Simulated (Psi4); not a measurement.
BrZn (SMILES [Zn][Br]), doublet, at a GFN2-xTB geometry (such geometries of metal compounds can be far from the true shape) (the spin is typed, not shown lowest); BLYP/STO-3G (Psi4 1.11).

Input for Psi4:
```
memory 2 GB

molecule mol {
0 2
Zn   -0.000000   -0.000000   -1.315299
Br    0.000000    0.000000    1.127399
}

set {
  basis sto-3g
  reference uks
}

energy('blyp')
print_variables()
```

Q: Predict the main parts of the log of this Psi4 run.

A: 
```
   => Loading Basis Set <=

    Name: STO-3G
    Role: ORBITAL
    Keyword: BASIS

         ---------------------------------------------------------
                                   SCF
               by Justin Turney, Rob Parrish, Andy Simmonett
                          and Daniel G. A. Smith
                              UKS Reference
         ---------------------------------------------------------

  ==> Geometry <==

    Molecular point group: c2v
    Full point group: C_inf_v

    Geometry (in Angstrom), charge = 0, multiplicity = 2:

       Center              X                  Y                   Z               Mass
    ------------   -----------------  -----------------  -----------------  -----------------
         ZN           0.000000000000     0.000000000000    -1.349506942266    63.929142010000
         BR           0.000000000000     0.000000000000     1.093191057734    78.918337600000

  Running in c2v symmetry.

  Rotational constants: A = ************  B =      0.07999  C =      0.07999 [cm^-1]
  Rotational constants: A = ************  B =   2398.13387  C =   2398.13387 [MHz]
  Nuclear repulsion =  227.468181168322900

  Charge       = 0
  Multiplicity = 2
  Electrons    = 65
  Nalpha       = 33
  Nbeta        = 32

  ==> Algorithm <==

  SCF Algorithm Type is DF.
  DIIS enabled.
  MOM disabled.
  Fractional occupation disabled.
  Guess Type is SAD.
  Energy threshold   = 1.00e-06
  Density threshold  = 1.00e-06
  Integral threshold = 1.00e-12

  ==> Primary Basis <==

  Basis Set: STO-3G
    Blend: STO-3G
    Number of shells: 16
    Number of basis functions: 36
    Number of Cartesian functions: 38
    Spherical Harmonics?: true
    Max angular momentum: 2

  ==> DFT Potential <==

   => LibXC <=

    Version 7.1.2
    S. Lehtola, C. Steigemann, M. J. T. Oliveira, and M. A. L. Marques,  SoftwareX 7, 1–5 (2018) (10.1016/j.softx.2017.11.002)

   => Composite Functional: BLYP <=

    BLYP GGA Exchange-Correlation Functional

    P.J. Stephens et. al., J. Phys. Chem., 98, 11623-11627, 1994
    B. Miehlich et. al., Chem. Phys. Lett., 157(3), 200-206 1989

    Deriv               =              1
    GGA                 =           TRUE
    Meta                =          FALSE

    Exchange Hybrid     =          FALSE
    MP2 Hybrid          =          FALSE

   => Exchange Functionals <=

    1.0000     XC_GGA_X_B88

   => Correlation Functionals <=

    1.0000     XC_GGA_C_LYP

   => LibXC Density Thresholds  <==

[...]
             A1    A2    B1    B2
    DOCC [    17,    2,    7,    6 ]
    SOCC [     0,    0,    0,    1 ]
    NA   [    17,    2,    7,    7 ]
    NB   [    17,    2,    7,    6 ]

   @DF-UKS iter  93: -4296.58352508030930    6.81881e+00   7.86393e-02 ADIIS/DIIS
   @DF-UKS iter  94: -4301.62561233654196   -5.04209e+00   7.06908e-02 ADIIS/DIIS
   @DF-UKS iter  95: -4300.16471097816884    1.46090e+00   8.42058e-02 ADIIS/DIIS
   @DF-UKS iter  96: -4302.48745843039160   -2.32275e+00   5.21439e-02 ADIIS/DIIS
   @DF-UKS iter  97: -4298.34052445611542    4.14693e+00   7.75144e-02 ADIIS/DIIS
   @DF-UKS iter  98: -4301.28795405745495   -2.94743e+00   7.57042e-02 ADIIS/DIIS
   @DF-UKS iter  99: -4301.19968611072454    8.82679e-02   7.68188e-02 ADIIS/DIIS
    Occupation by irrep:
             A1    A2    B1    B2
    DOCC [    17,    1,    7,    7 ]
    SOCC [     0,    1,    0,    0 ]
    NA   [    17,    2,    7,    7 ]
    NB   [    17,    1,    7,    7 ]

   @DF-UKS iter 100: -4300.48320739319843    7.16479e-01   8.26045e-02 ADIIS/DIIS

PsiException: Could not converge SCF iterations in 100 iterations.

  Failed to converge.

Traceback (most recent call last):
  File "psi4", line 375, in <module>
  File "<string>", line 23, in <module>
  File "site-packages/psi4/driver/driver.py", line 533, in energy
  File "site-packages/psi4/driver/procrouting/proc.py", line 2760, in run_scf
  File "site-packages/psi4/driver/procrouting/proc.py", line 2047, in scf_helper
  File "site-packages/psi4/driver/procrouting/scf_proc/scf_iterator.py", line 93, in scf_compute_energy
  File "site-packages/psi4/driver/procrouting/scf_proc/scf_iterator.py", line 86, in scf_compute_energy
  File "site-packages/psi4/driver/procrouting/scf_proc/scf_iterator.py", line 609, in scf_iterate

psi4.driver.p4util.exceptions.SCFConvergenceError: Could not converge SCF iterations in 100 iterations.

Printing out the relevant lines from the Psithon --> Python processed input file:
    Br    0.000000    0.000000    1.127399
    ""","mol")
    core.IO.set_default_namespace("mol")
    core.set_global_option("BASIS", "sto-3g")
    core.set_global_option("REFERENCE", "uks")
--> energy('blyp')
    print_variables()

!-------------------------------------------------------!
!                                                       !
!  Could not converge SCF iterations in 100 iterations. !
!                                                       !
!-------------------------------------------------------!
```

The run did not converge; its last values are not results.
